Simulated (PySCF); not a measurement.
## Correlation energy of Se (selenium, neutral)

[Ar] 3d10 4s2 4p4, high-spin 3P determinant. Calculation: PySCF 2.14, in Sapporo-DKH3-DZP-2012 (6s5p3d1f, 43 functions); scalar relativity by spin-free X2C-1e. Frozen: [Ar] 3d10; 6 electrons correlated.

MP2 pair energies summed by pair of shells (mhartree):

```csv
pair,energy,share (%)
4p-4p,-35.64,47.3
4s-4p,-33.28,44.2
4s-4s,-6.35,8.4
```

Total MP2 correlation energy: -75.27 mhartree.

Same-spin part -19.08 and opposite-spin part -56.19 mhartree; SCS-MP2 scales them by 1/3 and 6/5 to -73.79 mhartree.

```json
{"level": "CCSD", "correlation energy (mhartree)": "-90.93"}
{"level": "(T)", "correlation energy (mhartree)": "-1.31"}
{"level": "CCSD(T)", "correlation energy (mhartree)": "-92.24"}
```

Diagnostics: T1 = 0.0074, D1 = 0.0230, largest double amplitude 0.057.

Cost of the coupled-cluster step: 0.33 s of wall time on 1 thread of Neoverse-V2 (shared host), for 6 correlated electrons.

Iterations:

```
CC2 = 0
CCSD nocc = (np.int64(4), np.int64(2)), nmo = (29, 29)
frozen orbitals [[0, 1, 2, 3, 4, 5, 6, 7, 8, 9, 10, 11, 12, 13], [0, 1, 2, 3, 4, 5, 6, 7, 8, 9, 10, 11, 12, 13]]
max_cycle = 100
direct = 0
conv_tol = 1e-08
conv_tol_normt = 1e-06
diis_space = 8
diis_start_cycle = 0
Init t2, MP2 energy = -0.0752731381485667
Init E_corr(UCCSD) = -0.0752731381541107
cycle = 1  E_corr(UCCSD) = -0.0872566624358518  dE = -0.0119835243  norm(t1,t2) = 0.0389145
cycle = 2  E_corr(UCCSD) = -0.0897891967223683  dE = -0.00253253429  norm(t1,t2) = 0.0127189
cycle = 3  E_corr(UCCSD) = -0.0909486805638672  dE = -0.00115948384  norm(t1,t2) = 0.0050181
cycle = 4  E_corr(UCCSD) = -0.0909262087254584  dE = 2.24718384e-05  norm(t1,t2) = 0.000706287
cycle = 5  E_corr(UCCSD) = -0.0909327711211414  dE = -6.56239568e-06  norm(t1,t2) = 0.000247477
cycle = 6  E_corr(UCCSD) = -0.0909314220814073  dE = 1.34903973e-06  norm(t1,t2) = 5.55183e-05
cycle = 7  E_corr(UCCSD) = -0.0909317094413448  dE = -2.87359938e-07  norm(t1,t2) = 8.05899e-06
cycle = 8  E_corr(UCCSD) = -0.0909316146007394  dE = 9.48406055e-08  norm(t1,t2) = 1.33909e-06
cycle = 9  E_corr(UCCSD) = -0.0909316393635043  dE = -2.47627649e-08  norm(t1,t2) = 2.83379e-07
cycle = 10  E_corr(UCCSD) = -0.0909316372339523  dE = 2.12955206e-09  norm(t1,t2) = 5.04872e-08
UCCSD converged
E(UCCSD) = -2428.10126023039  E_corr = -0.09093163723395226
UCCSD(T) correction = -0.00131071013125145
```
